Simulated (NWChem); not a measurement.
System: BClF2; SMILES FB(F)Cl

NWChem input:

```
start job
memory heap 200 mb stack 900 mb global 1100 mb
geometry units angstroms noautosym nocenter noautoz
  B     -0.003219     0.438452     0.000000
  F      0.000314     1.101915    -1.136390
  F      0.000314     1.101915     1.136390
  Cl    -0.000009    -1.316638     0.000000
end
basis spherical
  * library sto-3g
end
dft
  xc hfexch
  iterations 150
end
property
  shielding 3 1 2 4
end
task dft property
```

Excerpt of the output:

```
             Northwest Computational Chemistry Package (NWChem) 7.3.0
             --------------------------------------------------------

                             Geometry "geometry" -> ""
                             -------------------------

 Output coordinates in angstroms (scale by  1.889725989 to convert to a.u.)

  No.       Tag          Charge          X              Y              Z
 ---- ---------------- ---------- -------------- -------------- --------------
    1 B                    5.0000    -0.00321900     0.43845200     0.00000000
    2 F                    9.0000     0.00031400     1.10191500    -1.13639000
    3 F                    9.0000     0.00031400     1.10191500     1.13639000
    4 Cl                  17.0000    -0.00000900    -1.31663800     0.00000000

 Effective nuclear repulsion energy (a.u.)     141.2773958645

  xc_inp: hfexch multiplicative factor not found.
                              NWChem Property Module
                              ----------------------

  itol2e modified to match energy
  convergence criterion.

                                 NWChem DFT Module
                                 -----------------

 Summary of "ao basis" -> "ao basis" (spherical)
 ------------------------------------------------------------------------------
       Tag                 Description            Shells   Functions and Types
 ---------------- ------------------------------  ------  ---------------------
 B                           sto-3g                  3        5   2s1p
 F                           sto-3g                  3        5   2s1p
 Cl                          sto-3g                  5        9   3s2p

  itol2e modified to match energy
  convergence criterion.

            General Information
            -------------------
          SCF calculation type: DFT
          Wavefunction type:  closed shell.
          No. of atoms     :     4
          No. of electrons :    40
           Alpha electrons :    20
            Beta electrons :    20
          Charge           :     0
          Spin multiplicity:     1
          Use of symmetry is: off; symmetry adaption is: off
          Maximum number of iterations: 150
          AO basis - number of functions:    24
                     number of shells:    14
          Convergence on energy requested:  1.00D-07
          Convergence on density requested:  1.00D-05
          Convergence on gradient requested:  5.00D-04

              XC Information
              --------------
                     Hartree-Fock (Exact) Exchange  1.000

      Superposition of Atomic Density Guess
      -------------------------------------

 Sum of atomic energies:        -674.71221208

      Non-variational initial energy
      ------------------------------

 Total energy =    -675.049461
 1-e energy   =   -1221.548837
 2-e energy   =     405.221981
 HOMO         =      -0.363536
 LUMO         =       0.341812

   convergence    iter        energy       DeltaE   RMS-Dens  Diis-err
 ---------------- ----- ----------------- --------- --------- ---------
 d= 0,ls=0.0,diis     1   -675.0810954895 -8.16D+02  4.00D-02  5.72D-01
 d= 0,ls=0.0,diis     2   -675.1863686779 -1.05D-01  7.69D-03  4.07D-02
 d= 0,ls=0.0,diis     3   -675.1925581089 -6.19D-03  1.59D-03  6.17D-04
 d= 0,ls=0.0,diis     4   -675.1927167710 -1.59D-04  2.29D-04  9.50D-06
 d= 0,ls=0.0,diis     5   -675.1927196820 -2.91D-06  5.38D-05  4.19D-07
 d= 0,ls=0.0,diis     6   -675.1927198180 -1.36D-07  6.89D-06  6.33D-09
 d= 0,ls=0.0,diis     7   -675.1927198204 -2.38D-09  1.37D-06  2.43D-10

         Total DFT energy =     -675.192719820356
      One electron energy =    -1220.420350954023
           Coulomb energy =      455.976119719556
    Exchange-Corr. energy =      -52.025884450380
 Nuclear repulsion energy =      141.277395864491

 Numeric. integr. density =        0.000000000000

                       DFT Final Molecular Orbital Analysis
                       ------------------------------------

 Vector   18  Occ=2.000000D+00  E=-4.594064D-01
              MO Center=  2.4D-04, -2.8D-01, -1.8D-14, r^2= 2.8D+00
   Bfn.  Coefficient  Atom+Function         Bfn.  Coefficient  Atom+Function
  ----- ------------  ---------------      ----- ------------  ---------------
    23      0.677106  4 Cl py                 9      0.480581  2 F  py
    14      0.480581  3 F  py                21     -0.198546  4 Cl s
    19     -0.190465  4 Cl py                 4     -0.186248  1 B  py
     2      0.084507  1 B  s                 17      0.039316  4 Cl s
     1     -0.030582  1 B  s

 Vector   19  Occ=2.000000D+00  E=-4.213025D-01
              MO Center= -1.1D-04, -1.1D+00, -5.3D-15, r^2= 1.3D+00
   Bfn.  Coefficient  Atom+Function         Bfn.  Coefficient  Atom+Function
  ----- ------------  ---------------      ----- ------------  ---------------
    22      0.983345  4 Cl px                18     -0.265797  4 Cl px
     8     -0.188975  2 F  px                13     -0.188975  3 F  px
     3      0.062420  1 B  px

 Vector   20  Occ=2.000000D+00  E=-4.152408D-01
              MO Center=  8.9D-06, -1.2D+00, -1.7D-15, r^2= 1.2D+00
   Bfn.  Coefficient  Atom+Function         Bfn.  Coefficient  Atom+Function
  ----- ------------  ---------------      ----- ------------  ---------------
    24      1.003443  4 Cl pz                20     -0.270540  4 Cl pz
     9     -0.155326  2 F  py                14      0.155326  3 F  py
    10      0.058121  2 F  pz                15      0.058121  3 F  pz

 Vector   21  Occ=0.000000D+00  E= 2.709949D-01
              MO Center= -8.6D-03,  4.7D-01,  1.6D-15, r^2= 1.3D+00
   Bfn.  Coefficient  Atom+Function         Bfn.  Coefficient  Atom+Function
  ----- ------------  ---------------      ----- ------------  ---------------
     3      0.963841  1 B  px                 8     -0.391052  2 F  px
    13     -0.391052  3 F  px                22     -0.302952  4 Cl px
    18      0.073559  4 Cl px

 Vector   22  Occ=0.000000D+00  E= 4.518056D-01
              MO Center=  2.8D-03, -2.1D-01,  6.1D-17, r^2= 1.4D+00
   Bfn.  Coefficient  Atom+Function         Bfn.  Coefficient  Atom+Function
  ----- ------------  ---------------      ----- ------------  ---------------
     2      1.134538  1 B  s                 23     -0.864187  4 Cl py
     4     -0.600846  1 B  py                21     -0.549299  4 Cl s
     9      0.252060  2 F  py                14      0.252060  3 F  py
     1     -0.237771  1 B  s                  7     -0.205000  2 F  s
    12     -0.205000  3 F  s                 19      0.194849  4 Cl py

 Vector   23  Occ=0.000000D+00  E= 6.868444D-01
              MO Center= -1.3D-03,  8.7D-01, -3.4D-14, r^2= 1.0D+00
   Bfn.  Coefficient  Atom+Function         Bfn.  Coefficient  Atom+Function
  ----- ------------  ---------------      ----- ------------  ---------------
     4      1.063250  1 B  py                 2      0.607878  1 B  s
    10     -0.526419  2 F  pz                15      0.526419  3 F  pz
     7     -0.447167  2 F  s                 12     -0.447167  3 F  s
    23      0.309982  4 Cl py                21      0.238998  4 Cl s
     1     -0.127814  1 B  s                  6      0.066369  2 F  s

     Multipole analysis of the density
     ---------------------------------

     L   x y z        total         alpha         beta         nuclear
     -   - - -        -----         -----         ----         -------
     0   0 0 0     -0.000000    -20.000000    -20.000000     40.000000

     1   1 0 0     -0.005747      0.007138      0.007138     -0.020024
     1   0 1 0      0.572801      0.622881      0.622881     -0.672962
     1   0 0 1     -0.000000     -0.000000     -0.000000      0.000000

     2   2 0 0    -17.150020     -8.575106     -8.575106      0.000191
     2   1 1 0     -0.006292     -0.002026     -0.002026     -0.002241
     2   1 0 1      0.000000      0.000000      0.000000      0.000000
     2   0 2 0    -20.862222   -103.791599   -103.791599    186.720977
     2   0 1 1     -0.000000     -0.000000     -0.000000      0.000000
     2   0 0 2    -19.709021    -51.358992    -51.358992     83.008962

          -----------------------------------------
          Chemical Shielding Tensors (GIAO, in ppm)
          -----------------------------------------

                                NWChem CPHF Module
                                ------------------

  scftype          =     RHF
  nclosed          =       20
  nopen            =        0
  variables        =       80
  # of vectors     =        3
  tolerance        = 0.10D-03
  level shift      = 0.00D+00
  max iterations   =       50
  max subspace     =       30

 SCF residual:    3.0101940807981826E-006

Iterative solution of linear equations
  No. of variables       80
  No. of equations        3
  Maximum subspace       30
        Iterations       50
       Convergence  1.0D-04

   iter   nsub   residual    time
   ----  ------  --------  ---------
     1      3    1.52D+00       0.5
     2      6    1.89D-01       0.5
     3      9    2.61D-02       0.5
     4     12    2.42D-03       0.6
     5     15    4.06D-04       0.7
     6     18    6.79D-05       0.7

      Atom:    1  B
        Diamagnetic
    193.1390      0.0012      0.0000
      0.0012    212.1556     -0.0000
      0.0000     -0.0000    205.2110

        Paramagnetic
    -71.0007     -0.0024      0.0000
     -0.0024   -101.3328     -0.0000
      0.0000     -0.0000    -89.5314

        Total Shielding Tensor
    122.1383     -0.0012      0.0000
     -0.0012    110.8227     -0.0000
      0.0000     -0.0000    115.6795

           isotropic =     116.2135
          anisotropy =       8.8872

          Principal Components and Axis System
                 1           2           3
              122.1383    115.6795    110.8227

      1         1.0000      0.0000      0.0001
      2        -0.0001      0.0000      1.0000
      3         0.0000      1.0000      0.0000

      Atom:    2  F
        Diamagnetic
    439.5998      0.0624     -0.1047
      0.0624    452.3504    -19.2852
     -0.1047    -19.2852    470.4068

        Paramagnetic
    131.5340     -0.4077      0.3048
     -0.4077   -172.8647    -19.2223
      0.3048    -19.2223   -208.5712

        Total Shielding Tensor
    571.1337     -0.3453      0.2000
     -0.3453    279.4857    -38.5075
      0.2000    -38.5075    261.8356

           isotropic =     370.8184
          anisotropy =     300.4740

          Principal Components and Axis System
                 1           2           3
              571.1344    310.1659    231.1548

      1         1.0000      0.0015      0.0002
      2        -0.0013      0.7821      0.6231
      3         0.0008     -0.6231      0.7821

      Atom:    3  Cl
        Diamagnetic
   1125.7706     -0.0198     -0.0000
     -0.0198   1135.3916      0.0000
     -0.0000      0.0000   1126.1225

        Paramagnetic
     89.3415     -0.0395     -0.0000
     -0.0395    -67.5411     -0.0000
     -0.0000     -0.0000   -108.9395

        Total Shielding Tensor
   1215.1122     -0.0593     -0.0000
     -0.0593   1067.8505     -0.0000
     -0.0000     -0.0000   1017.1830

           isotropic =    1100.0485
          anisotropy =     172.5955

          Principal Components and Axis System
                 1           2           3
             1215.1122   1067.8505   1017.1830

      1         1.0000      0.0004      0.0000
      2        -0.0004      1.0000      0.0000
      3         0.0000      0.0000      1.0000
```

Level: Hartree-Fock/STO-3G, GIAO. STO-3G and 3-21G are far too small for this property and stand as cheap habits. All runs use the structure optimised with B3LYP/6-31G* (spherical d). The output numbers the shielded atoms by their place in the input's list. The printed shielding anisotropy is the first printed principal value minus the mean of the other two.
